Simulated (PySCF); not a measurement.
**Spin-rotation constants: SMILES O1CC(=C)/C1=C/OC, C₆H₈O₂**

Geometry:
| atom | x (Å) | y (Å) | z (Å) |
| --- | --- | --- | --- |
| C1 | -2.694 | 0.177 | -0.377 |
| C2 | -1.504 | -0.329 | -0.099 |
| C3 | -0.974 | -1.678 | 0.314 |
| O4 | 0.358 | -1.141 | 0.338 |
| C5 | -0.122 | 0.121 | -0.047 |
| C6 | 0.491 | 1.283 | -0.272 |
| O7 | 1.801 | 1.611 | -0.195 |
| C8 | 2.694 | 0.583 | 0.181 |
| H9 | -3.582 | -0.428 | -0.329 |
| H10 | -2.812 | 1.207 | -0.660 |
| H11 | -1.286 | -2.035 | 1.299 |
| H12 | -1.076 | -2.478 | -0.424 |
| H13 | -0.109 | 2.132 | -0.566 |
| H14 | 3.686 | 1.031 | 0.183 |
| H15 | 2.663 | -0.245 | -0.531 |
| H16 | 2.457 | 0.199 | 1.176 |

Theory: GIAO PBE0/pcSseg-1 magnetisability, rotational g tensor and spin-rotation constants, non-relativistic, gas phase in PySCF. Geometry: GFN2-xTB.

Give the nuclear spin-rotation constants along the inertial axes (H = +C I·J) beside the isotropic shieldings.

Rotational constants 4.5373, 1.3978, 1.0833 GHz. A star marks the isotopologue with that one atom substituted, in its own axes.
| atom | isotope | Caa (kHz) | Cbb (kHz) | Ccc (kHz) | mean (kHz) | σ (ppm) |
| --- | --- | --- | --- | --- | --- | --- |
| H9 | 1H | 0.372 | -0.135 | -0.134 | 0.034 | 26.9 |
| H10 | 1H | -0.398 | 0.108 | -0.133 | -0.141 | 26.6 |
| H11 | 1H | -0.397 | -0.080 | 0.011 | -0.155 | 26.7 |
| H12 | 1H | -0.396 | -0.081 | 0.011 | -0.155 | 26.7 |
| H13 | 1H | -0.451 | 0.138 | -0.127 | -0.147 | 25.6 |
| H14 | 1H | 0.292 | -0.159 | -0.113 | 0.007 | 27.9 |
| H15 | 1H | -0.352 | -0.102 | 0.004 | -0.150 | 27.6 |
| H16 | 1H | -0.354 | -0.102 | 0.005 | -0.150 | 27.6 |
| C1 | 13C* | 1.598 | 0.469 | 0.122 | 0.730 | 85.1 |
| C2 | 13C* | 1.943 | 0.597 | 0.189 | 0.910 | 36.4 |
| C3 | 13C* | 0.798 | 0.364 | 0.281 | 0.481 | 107.8 |
| O4 | 17O* | -0.823 | -0.135 | -0.120 | -0.359 | 238.1 |
| C5 | 13C* | 1.855 | 0.508 | 0.268 | 0.877 | 39.0 |
| C6 | 13C* | 1.406 | 0.581 | 0.223 | 0.737 | 57.2 |
| O7 | 17O* | -0.545 | -0.273 | -0.054 | -0.290 | 247.1 |
| C8 | 13C* | 1.040 | 0.207 | 0.251 | 0.499 | 127.1 |

For the geometry as given, no vibrational averaging.

How do the rotational constants and the g tensor change when H9, H10, H11, H12, H13, H14, H15, H16 are replaced by deuterium?

Constants 3.7886, 1.2156, 0.9423 GHz; g -0.0411, -0.0120, -0.0086, against -0.0495, -0.0137, -0.0099 before.
